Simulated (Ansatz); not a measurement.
WO3 (tungsten trioxide): the vertical energy of the triplet above the singlet from total energies

WO3: 4 atoms, total charge 0, spin state singlet. SMILES: `[O]=[W](=[O])=[O]`. Geometry: relaxed at PBE0-D4/def2-TZVP.

Both states at this one shape; open shells run unrestricted unless said. 1 Eh = 27.2114 eV.

```tsv
level	program	singlet WO3 (Eh)	triplet WO3 (Eh)
BLYP/ANO-RCC-VDZ (sfX2C)	Ansatz	-16372.391982	-16372.326417
revPBE/def2-SVPD (core potential)	Ansatz	-292.709839	-292.633895
```

Task: Work out the vertical gap, second state less first, at each level.

Result: 
1. BLYP/ANO-RCC-VDZ (sfX2C): -16372.326417 − (-16372.391982) = 0.065565 Eh = 1.78 eV.
2. revPBE/def2-SVPD (core potential): -292.633895 − (-292.709839) = 0.075944 Eh = 2.07 eV.

No measured value is set beside it here; the levels span 1.78 to 2.07 eV. Spin-orbit coupling, which splits open shells on such heavy atoms by tenths of an eV, is left out.
